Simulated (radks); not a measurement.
Task: Radial electron density D(r) = 4 pi r^2 rho(r) of an atom or ion with 1 electrons. Method: Dirac Kohn-Sham, PBE, spin-unpolarised, spherical densities, finite nucleus; Fermi nuclear charge, rms radius of each element as measured or else 0.836 A^(1/3) + 0.57 fm; computed with a radial shooting solver on a logarithmic mesh with Libxc functionals.

| r (bohr) | D(r) (e/bohr) |
|---|---|
| 0.01652 | 0.1918 |
| 0.0179 | 0.2214 |
| 0.01923 | 0.2516 |
| 0.02083 | 0.2895 |
| 0.02239 | 0.3281 |
| 0.02426 | 0.3764 |
| 0.02607 | 0.4252 |
| 0.02824 | 0.4860 |
| 0.03035 | 0.5471 |
| 0.03287 | 0.6227 |
| 0.03533 | 0.6980 |
| 0.03827 | 0.7904 |
| 0.04113 | 0.8818 |
| 0.04455 | 0.9928 |
| 0.04788 | 1.101 |
| 0.05186 | 1.232 |
| 0.05574 | 1.357 |
| 0.06038 | 1.506 |
| 0.06489 | 1.647 |
| 0.07029 | 1.810 |
| 0.07554 | 1.963 |
| 0.08183 | 2.135 |
| 0.08794 | 2.291 |
| 0.09526 | 2.461 |
| 0.1024 | 2.609 |
| 0.1109 | 2.763 |
| 0.1192 | 2.889 |
| 0.1291 | 3.009 |
| 0.1387 | 3.096 |
| 0.1503 | 3.163 |
| 0.1615 | 3.194 |
| 0.175 | 3.191 |
| 0.188 | 3.153 |
| 0.2037 | 3.069 |
| 0.2189 | 2.957 |
| 0.2371 | 2.793 |
| 0.2548 | 2.614 |
| 0.2761 | 2.384 |
| 0.2967 | 2.157 |
| 0.3214 | 1.890 |
| 0.3454 | 1.644 |
| 0.3741 | 1.375 |
| 0.4021 | 1.143 |
| 0.4356 | 0.9050 |
| 0.4681 | 0.7139 |
| 0.5071 | 0.5308 |
| 0.5449 | 0.3939 |
| 0.5903 | 0.2721 |
| 0.6344 | 0.1879 |
| 0.6872 | 0.1191 |
| 0.7385 | 0.07570 |
| 0.8 | 0.04341 |
| 0.8597 | 0.02502 |
| 0.9314 | 0.01277 |
| 1.001 | 0.006576 |

What is the nuclear charge?

Result: Z = 6. The innermost maximum, from 1s, lies near gamma/Z bohr with gamma = sqrt(1 - (Z/c)^2) = 0.999, here 0.167 bohr (found: 0.167), and its height grows with Z. The density is that of the carbon ion C5+ in 1s1; the configuration itself is not fixed sharply by these data. D(r) has 1 maximum, at r = 0.167 bohr.
